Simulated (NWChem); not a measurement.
Molecule: C$_{2}$H$_{3}$AuFN; SMILES [Au](<-[C-]#[N+]C)[F]

Results from NWChem. Medium grid unless said otherwise, to which SCAN and Minnesota functionals are sensitive. All runs use the structure optimised with PBE0/def2-SVP. Not confirmed as a minimum by frequencies. def2 effective core potentials on Au; no spin-orbit coupling. Hybrids' shares of exact exchange are those that their runs print; pure functionals count as 0. The functionals differ in more than this share.

```
row              share of exact exchange  orbital gap (eV)
---------------  -----------------------  ----------------
PBE/def2-SVP                        0.00              4.46
RPBE/def2-SVP                       0.00              4.46
B3LYP/def2-SVP                      0.20              6.34
PW6B95/def2-SVP                     0.28          withheld
M06-2X/def2-SVP                     0.54              8.94
```

Fit a straight line of the last column on the one before it, predict the withheld value, and compare with the run.


1. Means of the 4 shown rows: x = 0.185, y = 6.050. Slope Σ(x − x̄)(y − ȳ)/Σ(x − x̄)² = 1.619/0.1947 = 8.313; intercept 4.512.
2. The shown rows scatter about the line by 0.096 (root mean square); the largest residual is +0.17, at B3LYP/def2-SVP.
3. At x = 0.28 (PW6B95/def2-SVP; inside the shown range) the line gives 6.84.
4. The run gives 7.02, +0.18 from the line, 1.9 times the scatter.
